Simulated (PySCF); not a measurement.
C₆H₁₁S (doublet state).
Cartesian coordinates in Å at the GFN2-xTB level; atoms count from 1:
```
atom  x, y, z in Å
C1     3.1634    0.5618    0.0268
S2     2.6545   -1.0170    0.4030
C3     0.8905   -0.7155    0.7746
C4     0.1105   -0.3663   -0.4895
C5    -1.3435   -0.1217   -0.1889
C6    -2.2866   -0.9581   -0.5922
C7    -1.6520    1.1184    0.5948
H8     4.1647    0.6526   -0.3426
H9     2.7225    1.3842    0.5581
H10    0.8504    0.0900    1.5069
H11    0.5166   -1.6348    1.2231
H12    0.2087   -1.1865   -1.2027
H13    0.5550    0.5278   -0.9361
H14   -2.0580   -1.8486   -1.1529
H15   -3.3284   -0.7848   -0.3811
H16   -1.1583    1.9811    0.1498
H17   -2.7224    1.3028    0.6227
H18   -1.2965    1.0212    1.6204
```

The hyperfine couplings belong to this conformer and change with its torsions.

As a line formula: `[CH2]SCCC(=C)C` [radical].

The calculation used UKS B3LYP, pcH-1 on C H S, non-relativistic, mean-field spin-orbit, GIAO in PySCF. Isolated species at its GFN2-xTB geometry (one conformer only). Couplings are sensitive to structure, and on GFN2-xTB geometries they can be far from those on DFT ones. No stability test was run, so a lower SCF solution isn't excluded.

Problem. Where do the isotropic ENDOR lines of C1, C3, C4, C6, H8, H9, H10/H11, H15 and H14 fall at 343.3 mT, to first order?

Solution. ν± = |νn ± a/2|, one line for each electron-spin manifold; νn = |g_N| × 7.62259 MHz/T × B.

| nuclei | isotope | g_N | νn (MHz) | a_iso (MHz) | lower line (MHz) | upper line (MHz) |
| --- | --- | --- | --- | --- | --- | --- |
| C1 | 13C | 1.4048 | 3.68 | 127.41 | 60.03 | 67.38 |
| C3 | 13C | 1.4048 | 3.68 | 4.12 | 1.62 | 5.74 |
| C4 | 13C | 1.4048 | 3.68 | 2.46 | 2.45 | 4.90 |
| C6 | 13C | 1.4048 | 3.68 | 0.80 | 3.27 | 4.08 |
| H8 | 1H | 5.5857 | 14.62 | -48.20 | 9.48 | 38.72 |
| H9 | 1H | 5.5857 | 14.62 | -24.76 | 2.24 | 26.99 |
| H10/H11 | 1H | 5.5857 | 14.62 | 2.37 | 13.43 | 15.80 |
| H15 | 1H | 5.5857 | 14.62 | -0.76 | 14.23 | 15.00 |
| H14 | 1H | 5.5857 | 14.62 | -0.69 | 14.27 | 14.96 |

The rows for 13C, of low natural abundance, apply to labelled samples.

Problem. Which pairs are centred on the nuclear Larmor frequency, and which on half the coupling?

Solution. Centred on νn, since |a| < 2νn: C3, C4, C6, H9, H10/H11, H15 and H14. Centred on |a|/2 and split by 2νn: C1 and H8.

Problem. At what field would the lower line of C4 fall to zero frequency?

Solution. Where νn = |a|/2, that is B = 1.23 MHz/(1.4048 × 7.62259 MHz/T) = 115 mT, as far as first order holds there.

Nuclei that the bonding pattern makes equivalent are averaged, as if the motion that swaps them (rotation, inversion, ring flip) were fast. H8 and H9 aren't averaged: C1 is flat or nearly so (angle sum 354°), and its turn about the short C1–S2 bond (1.70 Å) is taken as slow. The 1H value of +2.4 MHz is a mean of couplings from -1.6 to 6.4 MHz in this one geometry, not an average over conformers.

The Mulliken spin populations are largest on C1 (+0.83) and S2 (+0.21). The angles at C1 add up to 353.7°, so it is slightly pyramidal.
